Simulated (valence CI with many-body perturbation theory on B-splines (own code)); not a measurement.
# Energy levels of Re70+

Method: valence CI with perturbative core correlation (CI+MBPT): three valence electrons over a frozen Dirac-Fock core [He], a basis of 11 s, 11 p, 10 d, 8 f, 5 g, 2 h functions for each j, with the one-electron correlation potential Σ1, the two-electron term Σ2, the three-electron term Σ3, Breit, model QED; selected CI, second order for the rest, scaled by the run's own slope (own B-spline code, finite nucleus).

The last digits are not significant, and no measured levels were compared; by estimate large intervals hold to a few tenths of a per cent, small ones and those within an open d or f shell to about a per cent.

Levels 136 to 165 of 165, with energies above the lowest level, (2s^2 2p1/2) J=1/2. "Leading %" is the weight of the configuration and term that name the level; weights of strongly mixed levels are sums over their largest components and can fall short. In the jj column 3d3/2^4 stands for four electrons in 3d with j = 3/2. Lifetimes count E1, E2, E3, M1 and M2 decay at the calculated energies, and are blank where another channel may lead or the interval is too uncertain; long ones can be off by a factor of two.

| No. | Configuration | Term | J | E (× 10³ cm⁻¹) | Leading % | Leading jj | Lifetime | Second component |
| --- | --- | --- | --- | --- | --- | --- | --- | --- |
| 136 | 2s2p4p | ²D | 3/2 | 122680 | 40 | 2s 2p1/2 4p3/2 (100 %) | 3.56 fs | 25 % 2s2p4p ²P |
| 137 | 2s2p4d | ⁴F° | 5/2 | 122830 | 42 | 2s 2p1/2 4d3/2 (98 %) | 3.65 fs | 33 % 2s2p4d ²F° |
| 138 | 2s2p4d | ²P° | 3/2 | 122870 | 26 | 2s 2p1/2 4d3/2 (100 %) | 1.20 fs | 25 % 2s2p4d ²D° |
| 139 | 2s2p4d | ⁴D° | 1/2 | 122880 | 52 | 2s 2p1/2 4d3/2 (98 %) | 884 as | 41 % 2s2p4d ²P° |
| 140 | 2s2p4d | ⁴D° | 5/2 | 123020 | 26 | 2s 2p1/2 4d5/2 (99 %) | 1.36 fs | 26 % 2s2p4d ⁴P° |
| 141 | 2s2p4f | ⁴G | 5/2 | 123100 | 44 | 2s 2p1/2 4f5/2 (100 %) | 2.69 fs | 19 % 2s2p4f ⁴F |
| 142 | 2p²3d | ²D | 3/2 | 123160 | 68 | 2p3/2^2 3d3/2 (97 %) | 616 as | 13 % 2p²3d ⁴F |
| 143 | 2p²4s | ⁴P | 1/2 | 123210 | 43 | 2p1/2^2 4s (94 %) | 5.56 fs | 30 % 2p²4s ²S |
| 144 | 2s2p4d | ²F° | 7/2 | 123270 | 41 | 2s 2p1/2 4d5/2 (100 %) | 1.35 fs | 35 % 2s2p4d ⁴F° |
| 145 | 2s2p4f | ⁴F | 7/2 | 123300 | 27 | 2s 2p1/2 4f7/2 (100 %) | 2.77 fs | 24 % 2s2p4f ⁴D |
| 146 | 2s2p4d | ²F° | 5/2 | 123300 | 38 | 2s 2p1/2 4d5/2 (100 %) | 1.36 fs | 27 % 2s2p4d ²D° |
| 147 | 2s2p4d | ²P° | 3/2 | 123310 | 39 | 2s 2p1/2 4d5/2 (99 %) | 1.37 fs | 31 % 2s2p4d ²D° |
| 148 | 2s2p4f | ²G | 7/2 | 123370 | 41 | 2s 2p1/2 4f5/2 (99 %) | 2.71 fs | 30 % 2s2p4f ⁴G |
| 149 | 2s2p4f | ⁴G | 5/2 | 123380 | 31 | 2s 2p1/2 4f5/2 (100 %) | 2.68 fs | 28 % 2s2p4f ²F |
| 150 | 2s2p4f | ⁴F | 3/2 | 123380 | 47 | 2s 2p1/2 4f5/2 (100 %) | 2.66 fs | 41 % 2s2p4f ²D |
| 151 | 2p²3d | ²F | 7/2 | 123400 | 51 | 2p3/2^2 3d5/2 (100 %) | 33.1 fs | 39 % 2p²3d ⁴D |
| 152 | 2p²3d | ⁴F | 9/2 | 123400 | 65 | 2p3/2^2 3d5/2 (100 %) | 34.1 fs | 35 % 2p²3d ²G |
| 153 | 2p²4p | ²P° | 1/2 | 123440 | 46 | 2p1/2^2 4p1/2 (97 %) | 3.28 fs | 37 % 2p²4p ⁴D° |
| 154 | 2p²3d | ²P | 1/2 | 123540 | 60 | 2p3/2^2 3d5/2 (99 %) | 987 as | 24 % 2p²3d ²S |
| 155 | 2s2p4f | ²G | 9/2 | 123570 | 41 | 2s 2p1/2 4f7/2 (100 %) | 2.77 fs | 32 % 2s2p4f ⁴G |
| 156 | 2s2p4f | ⁴D | 7/2 | 123580 | 31 | 2s 2p1/2 4f7/2 (100 %) | 2.77 fs | 29 % 2s2p4f ²F |
| 157 | 2s2p4f | ²D | 5/2 | 123580 | 40 | 2s 2p1/2 4f7/2 (100 %) | 2.77 fs | 28 % 2s2p4f ²F |
| 158 | 2p²3d | ²D | 5/2 | 123750 | 59 | 2p3/2^2 3d5/2 (99 %) | 485 as | 16 % 2p²3d ²F |
| 159 | 2p²3d | ²P | 3/2 | 123770 | 43 | 2p3/2^2 3d5/2 (97 %) | 394 as | 26 % 2p²3d ²D |
| 160 | 2p²3d | ²D | 5/2 | 124100 | 67 | 2p3/2^2 3d5/2 (99 %) | 727 as | 12 % 2p²3d ²F |
| 161 | 2p²4p | ²P° | 3/2 | 125010 | 36 | 2p1/2^2 4p3/2 (98 %) | 3.36 fs | 19 % 2p²4p ⁴D° |
| 162 | 2p²4d | ²D | 3/2 | 125160 | 43 | 2p1/2^2 4d3/2 (98 %) | 3.67 fs | 32 % 2p²4d ⁴F |
| 163 | 2p²4d | ²D | 5/2 | 125620 | 37 | 2p1/2^2 4d5/2 (98 %) | 1.36 fs | 18 % 2p²4d ⁴D |
| 164 | 2p²4f | ²F° | 5/2 | 125680 | 42 | 2p1/2^2 4f5/2 (98 %) | 2.72 fs | 29 % 2p²4f ⁴G° |
| 165 | 2p²4f | ²F° | 7/2 | 125880 | 38 | 2p1/2^2 4f7/2 (98 %) | 2.79 fs | 17 % 2p²4f ²G° |
